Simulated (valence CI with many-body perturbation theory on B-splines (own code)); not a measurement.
**Sensitivity of CI+MBPT for Sr³¹⁺**

Computed by valence CI with perturbative core correlation (CI+MBPT): five valence electrons over a frozen Dirac-Fock core [He], a basis of 6 s, 6 p, 5 d, 3 f, 1 g functions for each j, with the one-electron correlation potential Σ1 (screened to all orders), the two-electron term Σ2, the three-electron term Σ3, Breit, model QED; selected single and double excitations, second order for the rest, scaled by the run's own slope (own B-spline code, finite nucleus).

The last digits are not significant, and no measured levels were compared; by estimate large intervals hold to a few tenths of a per cent, small ones and those within an open d or f shell to about a per cent. Among the levels kept, up to 4100 cm⁻¹ of a level comes from second order outside the variational space, and about a tenth of that is noise between levels of different J, which matters for small intervals.

The reference run has the lowest level (2s^2 2p1/2^2 2p3/2) J=3/2 and an ionisation energy of 3824.00 eV. Its largest variational space holds 12468 state functions.

Levels are named by their leading jj configuration (3d3/2^4 stands for four electrons in 3d with j = 3/2), which in mixed levels can hold well under half, so a name can repeat and another be missing. Letters in brackets count levels of one name in rising energy.

Changed runs:
A. scale of Σ1 1 → 0.9
B. correlating orbitals by l 3 3 3 2 1 → 4 1 5 4 0
C. hole-hole ladder in Σ2 on → off
D. size limit of the variational space 10000 → 300; second order for the rest on → off (bad on purpose)

Excitation energies of the reference run in cm⁻¹, and shifts in cm⁻¹:

| Level | Reference | A | B | C | D |
| --- | --- | --- | --- | --- | --- |
| (2s^2 2p1/2 2p3/2^2) J=3/2 | 494812 | -30 | -21 | -32 | -1118 |
| (2s^2 2p1/2 2p3/2^2) J=5/2 | 606687 | -32 | +86 | -35 | +4167 |
| (2s^2 2p1/2 2p3/2^2) J=1/2 | 752326 | -31 | +87 | +50 | -14 |
| (2s^2 2p3/2^3) J=3/2 | 1242410 | -62 | +16 | +9.4 | +1264 |
| (2s 2p1/2^2 2p3/2^2) J=5/2 | 1580870 | +127 | -372 | -99 | +4177 |
| (2s 2p1/2^2 2p3/2^2) J=3/2 | 1881050 | +119 | -230 | -100 | +5384 |
| (2s 2p1/2^2 2p3/2^2) J=1/2 | 1885010 | +121 | -226 | -41 | +4253 |
| (2s 2p1/2 2p3/2^3) J=3/2 [a] | 2248200 | +103 | -157 | -101 | +6026 |
| (2s 2p1/2 2p3/2^3) J=5/2 | 2391040 | +97 | -110 | -102 | +7087 |
| (2s 2p1/2 2p3/2^3) J=1/2 | 2556990 | +97 | -39 | -61 | +5320 |
| (2s 2p1/2 2p3/2^3) J=3/2 [b] | 2648020 | +98 | +73 | -102 | +8726 |
| (2s 2p3/2^4) J=1/2 | 3187130 | +67 | +13 | -44 | +6088 |
| Ionisation energy (eV) | 3824.00 | -0.029 | -0.05 | -0.0011 | -1.60 |
